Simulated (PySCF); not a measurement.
AlFO. Atoms are numbered in the order given.

```xyz
3

Al     0.0000     0.0000    -0.0650
O      0.0000     0.0000    -1.6623
F      0.0000     0.0000     1.5715
```
Charge 0, spin multiplicity 1.

Coordinates come from a B3LYP-D3(BJ)/def2-TZVP optimisation.

Calculation: PBE/def2-TZVPD run with PySCF.

The total energy is -417.33683 hartree. The point group is C∞v and the highest occupied level is -6.71 eV. The lowest empty level comes out as -3.82 eV and the orbital gap comes out as 2.89 eV. The dipole moment comes out as 3.05 D. The quadrupole, principal values (traceless, Buckingham form, about the centre of nuclear charge) comes out as -13.41, 6.71, 6.71 D·Å. The mean static polarisability is 33.8 bohr³ (5.01 Å³) and the polarisability, principal values is 30.9, 30.9, 39.5 bohr³.
